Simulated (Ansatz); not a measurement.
`[F][Au]` + CH₃OH → `C[O][Au]` + H–F at 298.15 K and 1 bar (ligand exchange at the Au–F bond).

Computed with Ansatz on PBE0-D4/def2-TZVP structures; ΔE is electronic, products minus reactants. CBS: MP2 limit from def2 TZ/QZ plus the TZ coupled-cluster correction, frozen cores. This one scheme is used for every species. def2 core potentials past Kr. For Au outer-core shells are correlated without core-valence functions, which leaves a few kJ/mol of doubt a bond.

| species | CCSD(T)/CBS energy (Eh) | H − E (kJ/mol) | S (J/(mol·K)) |
| --- | --- | --- | --- |
| `[F][Au]` | -235.26934 | 12.4 | 242.1 |
| CH₃OH | -115.61712 | 146.3 | 238.2 |
| `C[O][Au]` | -250.49639 | 120.4 | 297.1 |
| H–F | -100.39570 | 33.5 | 173.6 |

H − E and S are ideal-gas, rigid-rotor, harmonic terms from PBE0-D4/def2-TZVP. 1 Eh = 2625.50 kJ/mol, R = 8.31446 J/(mol·K).

Task: By hand: ΔE, ΔH, ΔS and ΔG.

Result: ΔE = (-250.49639) + (-100.39570) − (-235.26934) − (-115.61712) = -0.00563 Eh = -14.8 kJ/mol. Δ(H − E) = 120.4 + 33.5 − 12.4 − 146.3 = -4.8, so ΔH = -19.6 kJ/mol. ΔS = 297.1 + 173.6 − 242.1 − 238.2 = -9.6 J/(mol·K). ΔG = -19.6 − 298.15 × (-9.6)/1000 = -16.7 kJ/mol.

Task: By hand: the equilibrium constant, and the temperature at which ΔG would vanish if ΔH and ΔS stayed fixed.

Result: log₁₀ K = −ΔG/(RT ln 10) = 2.9. ΔG = 0 at ΔH/ΔS = 2042 K, though so small a ΔS makes that figure unsure.

The number of gas molecules stays the same, so ΔS is small and ΔH decides. A doubt of 5 kJ/mol in ΔE shifts log₁₀ K by 0.9 here. These are equilibria of isolated gas molecules and say nothing of rates. Largest T1 diagnostic: 0.033 (customary marks: 0.02 for closed shells, 0.045 for open ones).
